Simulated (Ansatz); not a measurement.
The same molecule with X = V, Nb, Ta. Ansatz, PBE0-D4/def2-TZVP geometries, multiplicity 1. Each molecule was computed in one conformer, which needn't be the lowest.

Elements past krypton have def2 core potentials. Scalar relativity is left out up to krypton.

```csv
X,molecule,mean X–N bond length / Å,mean X–O bond length / Å,LUMO energy (PBE/def2-TZVPP) / eV,HOMO–LUMO gap (ωB97M-V/def2-TZVPP) / eV,HOMO–LUMO gap (B3LYP/def2-TZVPP) / eV
V,`C[N](C)[V](=[O])([N](C)C)[N](C)C`,1.848,1.569,-1.85,8.83,4.21
Nb,`C[N](C)[Nb](=[O])([N](C)C)[N](C)C`,1.991,1.707,-1.01,9.38,5.18
```

Give the row for X = Ta, `C[N](C)[Ta](=[O])([N](C)C)[N](C)C`. (An estimate is asked.)

Computed: 
```json
{"X": "Ta", "molecule": "`C[N](C)[Ta](=[O])([N](C)C)[N](C)C`", "mean X–N bond length / Å": "1.997", "mean X–O bond length / Å": "1.729", "LUMO energy (PBE/def2-TZVPP) / eV": "-0.57", "HOMO–LUMO gap (ωB97M-V/def2-TZVPP) / eV": "9.68", "HOMO–LUMO gap (B3LYP/def2-TZVPP) / eV": "5.74"}
```

From V to Ta the mean X–N bond length rises at each step, by 0.149 Å in all; the mean X–O bond length rises at each step, by 0.160 Å in all; the LUMO energy (PBE/def2-TZVPP) rises at each step, by 1.28 eV in all; the HOMO–LUMO gap (ωB97M-V/def2-TZVPP) rises at each step, by 0.85 eV in all; the HOMO–LUMO gap (B3LYP/def2-TZVPP) rises at each step, by 1.53 eV in all.

B3LYP here is the variant with VWN-RPA as its local correlation; programs differ in this.
